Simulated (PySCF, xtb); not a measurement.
ethylene carbonate anion (C3H4O3), SMILES O=C1OCCO1 (connectivity only; charge and spin as stated), charge -1, multiplicity 2. One conformer was computed; it need not be the lowest.

Harmonic wavenumbers (cm⁻¹) from GFN2-xTB run with xtb 6.7.1 at its own minimum, in rising order: 62, 134, 467, 499, 679, 707, 742, 758, 865, 948, 1019, 1047, 1117, 1187, 1190, 1281, 1284, 1474, 1482, 1505, 2759, 2779, 2834, 2851.

Q: What does PBE-D3(BJ)/def2-SVPD (PySCF 2.14.0) give at its own minimum? (An estimate is asked for; the answer gives what the named calculation found.)

A: 35, 183, 382, 558, 616, 618, 637, 802, 810, 909, 1061, 1077, 1096, 1176, 1178, 1283, 1290, 1415, 1422, 1584, 2828, 2846, 2929, 2952. Paired by order, the mean absolute difference is 53 cm⁻¹ and the zero-point energies are 42.4 and 42.4 kcal/mol.
